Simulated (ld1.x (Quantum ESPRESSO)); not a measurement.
# What one change does to a pseudopotential (Au (Z = 79), RRKJ)

Au (Z = 79), norm-conserving RRKJ (Kleinman–Bylander form), made with ld1.x (Quantum ESPRESSO) 7.5 (PBE, fully relativistic). Core [Xe] 4f14, reference 5d10 6s0 6p0 (charge +1). Waves: 6p (bound, empty): rc 2.20 bohr; 5d (bound): rc 1.70 bohr; 6s (bound, empty): rc 1.90 bohr. Local part: the s channel. Core correction: none.

Open shells are filled in proportion to 2j + 1 (rel_dist='average').

Change: functional PBEsol.

Cutoffs: the cutoffs (Ry, on a coarse ladder) from which the occupation-weighted sum of valence levels, in a spherical-Bessel basis at the reference potential, stays within 10 and 1 mRy of its value at 400 Ry; they do not see the model core or the augmentation charge, which bear on the density cutoff. Errors are all-electron minus pseudo energies relative to the spin-unpolarised reference configuration.

Task: What does the change do?

Result: The potential gets neither clearly harder nor softer (40 Ry and 55 Ry → 40 Ry and 55 Ry); of the 7 tests that both files solve, the error grows in 1 and shrinks in 2 by more than 15 % and 0.3 meV (median size 53.3 → 65.7 meV); neither file shows a bound ghost.

| quantity | base | changed |
| --- | --- | --- |
| cutoff, loose | 40 Ry | 40 Ry |
| cutoff, tight | 55 Ry | 55 Ry |
| bound ghosts | none | none |
| error for 5d10 6s1 6p0, meV [ΔE -9.43 → -9.46 eV] | +9.4 | +1.9 |
| error for 5d9 6s0 6p0, meV [ΔE 21.23 → 21.26 eV] | -50 | -53 |
| error for 5d8 6s0 6p0, meV [ΔE 55.11 → 55.17 eV] | -259 | -270 |
| error for 5d9 6s2 6p0, meV [ΔE -7.72 → -7.76 eV] | -53 | -66 |
| error for 5d7 6s0 6p0, meV [ΔE 102.80 → 102.89 eV] | -696 | -714 |
| error for 5d9 6s1 6p1, meV [ΔE -1.98 → -1.95 eV] | -66 | -71 |
| error for 5d10 6s0.5 6p0, meV [ΔE -5.64 → -5.66 eV] | +3.0 | +0.9 |
| s: phases at 2.40 bohr within 0.05 rad from the reference energy up to (Ry; the scan ends near 5) | 1.8 | 1.8 |
| p1/2: phases at 2.40 bohr within 0.05 rad from the reference energy up to (Ry; the scan ends near 5) | 4.5 | 4.5 |
| p3/2: phases at 2.40 bohr within 0.05 rad from the reference energy up to (Ry; the scan ends near 5) | 0.2 | 0.3 |
| d3/2: phases at 2.40 bohr within 0.05 rad from the reference energy up to (Ry; the scan ends near 5) | 1.1 | 1.1 |
| d5/2: phases at 2.40 bohr within 0.05 rad from the reference energy up to (Ry; the scan ends near 5) | 1.3 | 1.2 |
